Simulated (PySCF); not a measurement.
# A survey of ¹⁵N NMR shifts

Calculated, not measured (PySCF): GIAO PBE0/pcSseg-1 shieldings, coordinates at the GFN2-xTB level. Gas phase, non-relativistic, averaged over atoms made equivalent by symmetry, fast rotation or ring inversion, single conformer.

Shieldings were converted by a linear fit to measured shifts: ¹⁵N (scatter 6.3 ppm rms vs CH3NO2, solution or neat liquid). Occasional misses reach two or three times the rms, and more in compound classes unlike the fitted ones.

Q: Give the ¹⁵N shifts of `C=CN(C)N(C)[SiH3]`, `O=CN[C@@H]1C=C[SiH2]C1`, `CCC(=S)N(C)CC`.

A: 
| compound | environment | δ (ppm) |
| --- | --- | --- |
| [CH2:1]=[CH:2][N:3]([CH3:4])[N:5]([CH3:6])[SiH3:7] | N3: nitrogen bonded to O or N | -283.3 |
| [CH2:1]=[CH:2][N:3]([CH3:4])[N:5]([CH3:6])[SiH3:7] | N5: nitrogen bonded to O or N | -318.0 |
| O=CN[C@@H]1C=C[SiH2]C1 | amide-type nitrogen | -245.6 |
| CCC(=S)N(C)CC | thioamide-type nitrogen | -238.4 |

Q: Match the shifts -19.8, -123.7, -248.3, -272.9, -334.2 ppm to `C#CCNC(=O)C[SiH3]`, `C=CN1[SiH2]CCC1=O`, `CC(/C=N/[SiH3])=C\C=O`, `C=C[C@](C)(N)C[SiH3]`, `COC[C@]1(C#N)C[SiH2]1`.

A: -19.8: CC(/C=N/[SiH3])=C\C=O (imine nitrogen); -123.7: COC[C@]1(C#N)C[SiH2]1 (nitrile nitrogen); -248.3: C=CN1[SiH2]CCC1=O (amide-type nitrogen); -272.9: C#CCNC(=O)C[SiH3] (amide-type nitrogen); -334.2: C=C[C@](C)(N)C[SiH3] (amine nitrogen).
